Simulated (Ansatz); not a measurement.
A nudged elastic band was laid between two geometries of AlBH6OSi (10 atoms, charge 0, multiplicity 1).

Method: RKS PBE0/6-31G* (Ansatz 0.2.0).

* movable images: 5
* climbing image: yes
* spring: 5.0 eV/Å²
* optimiser: quadratic models (default)
* start path: IDPP
* force threshold: 0.05 eV/Å
* iteration limit: 60
* end points: relaxed

Initial state:

```xyz
10
Properties=species:S:1:pos:R:3
O -1.637 2.165 -0.720
Al -0.697 1.437 0.521
B 0.903 0.192 -0.107
Si 0.752 -1.809 -0.270
H -2.393 2.712 -0.487
H -1.102 1.717 2.047
H 2.000 0.649 -0.289
H 1.093 -2.302 1.106
H 1.702 -2.453 -1.224
H -0.622 -2.308 -0.576
```

Final state:

```xyz
10
Properties=species:S:1:pos:R:3
O -0.362 2.285 -1.588
Al -0.815 1.456 -0.153
B 0.626 0.141 0.681
Si 0.643 -1.840 0.321
H -0.992 2.866 -2.026
H -2.284 1.706 0.438
H 1.425 0.537 1.488
H 1.958 -2.524 0.504
H 0.100 -2.230 -1.014
H -0.300 -2.396 1.348
```

Which bonds break or form, and what moves?

No bond is made or broken. The dihedral Al2–B3–Si4–H9 goes from 155 to 30°. The two ends are copies of one structure, up to a mirror image or an exchange of like atoms.

What energy profile does the band end with?

The forces met the threshold. The highest image is number 4 of 0 to 6, 0.007 eV above the ends, which have the same energy within 2 meV. The top lies less than 8 meV above the higher end, about what the thresholds resolve: that end is a shoulder or a very shallow well. A vibrational analysis at the climbing image gives one clearly imaginary mode, 69i cm⁻¹: a first-order saddle point.

```
image  path coordinate (Å)  energy (eV)  dihedral Al2–B3–Si4–H9 (°)
    0                 0.00        0.000                         155
    1                 0.78        0.004                         133
    2                 1.56        0.004                         109
    3                 2.34        0.002                          87
    4                 3.12        0.007                          65
    5                 3.79        0.005                          47
    6                 4.45        0.000                          30
```

What is the geometry of the highest image?


```xyz
10
Properties=species:S:1:pos:R:3
O -0.528 2.182 -1.576
Al -0.790 1.461 -0.038
B 0.716 0.145 0.676
Si 0.626 -1.837 0.317
H -1.196 2.766 -1.949
H -2.149 1.803 0.741
H 1.643 0.572 1.311
H 1.649 -2.697 0.982
H 0.753 -2.035 -1.161
H -0.724 -2.360 0.697
```

The run took 2.8 min on 1 CPU thread of a shared host.
